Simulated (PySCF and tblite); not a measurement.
Results of a calculation; reference values are marked as such.
System: C₅H₂N₃O₂ (charge -1), numbered as in [CH:1]#[C:2][c:3]1[n:4][n-:5][c:6]([C:7](=[O:8])[OH:9])[n:10]1.

For the shift of H on O9 from O9 to O8: electronic barrier 29.59 kcal/mol, zero-point change -2.95 kcal/mol, thermal and entropy terms at 298.15 K a further 0.09 kcal/mol (symmetry numbers apart). The minimum is Cs, the saddle Cs. Level: CAM-B3LYP/pcSseg-1 + D3(BJ) on B3LYP-D3(BJ)/def2-SVP stationary points, with GFN2-xTB thermal terms. Rate constants are transition-state-theory values, counting equivalent paths, without tunnelling. Programs: tblite and PySCF.

Question: How many equivalent paths lead out of the minimum?

Answer: 1: the symmetry number of the minimum is 1, that of the saddle displaced along its mode 1.

Question: Work out the rate at 298.15 K.

Answer: ΔG‡ = 26.73 kcal/mol; k_B T/h = 6.2×10¹² s⁻¹; exp(−ΔG‡/RT) = 2.6×10⁻²⁰; times 1 gives k = 1.6×10⁻⁷ s⁻¹.

Tunnelling of the moving H, left out here, will speed the real process. In real samples such hydrogens mostly exchange between molecules or through solvent, far faster than by this path. The ion is treated without a counter-ion.
